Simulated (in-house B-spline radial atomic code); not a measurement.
A run on neutral sulfur (an excited or competing configuration) that did not converge. Method: non-relativistic wB97X, spin-polarised, spherical fractional occupations, point nucleus; computed with a B-spline radial code for spherical atoms. In the input, 2p2,3 would mean two up and three down electrons.

Command:
```bash
python run_scf.py task.json out
```
Settings:
```
Z                16
configuration    1s2 2s2 2p6 3s2 3p1,2 4f1,0
hamiltonian      nr
method           wb97x
spin_polarised   True
```

First and last ten iterations of the last attempt (damped for 15 steps, keeping 80 % of the old Fock matrix, then DIIS):
```
 iter        energy (Eh)    residual
    1        -395.541594    2.47e-01
    2        -397.188112    9.23e-02
    3        -397.324827    6.46e-02
    4        -397.398354    4.50e-02
    5        -397.437903    3.24e-02
    6        -397.459311    2.50e-02
    7        -397.470939    1.93e-02
    8        -397.477386    1.49e-02
    9        -397.480838    1.16e-02
   10        -397.483016    8.96e-03
  111        -397.484158    6.45e-04
  112        -397.483931    1.08e-03
  113        -397.484252    9.99e-04
  114        -397.484402    1.09e-03
  115        -397.483473    1.14e-03
  116        -397.485262    1.34e-03
  117        -397.484524    1.42e-03
  118        -397.485005    5.14e-04
  119        -397.485246    8.44e-04
  120        -397.483611    9.75e-04
 not converged after 120 iterations
```

The smallest residual met was 3.7e-04; the threshold is about 2e-07. No energy from this run should be used. Time taken, with all properties: 6.6 s on 1 thread of Arm Neoverse V1 (shared host).
